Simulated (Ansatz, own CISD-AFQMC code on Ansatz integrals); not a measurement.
H5BSi2, SMILES `[H]/B=[SiH]\[SiH3]` (charge 0, multiplicity 1).

Cartesian coordinates (Å):
```xyz
8

B      1.9639    -0.0160    -0.6639
Si     0.7872    -0.6319     0.5997
Si    -1.2693     0.3514     0.1706
H      2.7577     0.5770    -1.3101
H      0.8908    -2.0617     0.9834
H     -2.1599    -0.5211    -0.6403
H     -0.9948     1.6091    -0.5745
H     -1.9755     0.6932     1.4350
```
Charge 0, multiplicity 1.

Frozen-core correlation energies in cc-pVDZ at a geometry from PBE0-D3(BJ)/def2-TZVP, on an HF energy of -605.34255 Ha (<S^2> = 0.00, restricted and unstable towards unrestricted orbitals). Wave-function levels are from Ansatz, the walk from an own CISD-AFQMC code on Ansatz integrals (time step 0.005/Ha, trial state from CCSD amplitudes, largest double 0.16).

| level | correlation energy (mHa) |
|---|---|
| MP2 | -276.1 |
| CCSD | -333.4 |
| CCSD(T) | -345.8 |

Problem. What correlation energy does phaseless AFQMC give, and where does it lie among these levels?

Solution. -347.4 ± 0.3 mHa (one standard error). AFQMC minus each level: MP2 -71.3 mHa, CCSD -14.0 mHa, CCSD(T) -1.6 mHa.
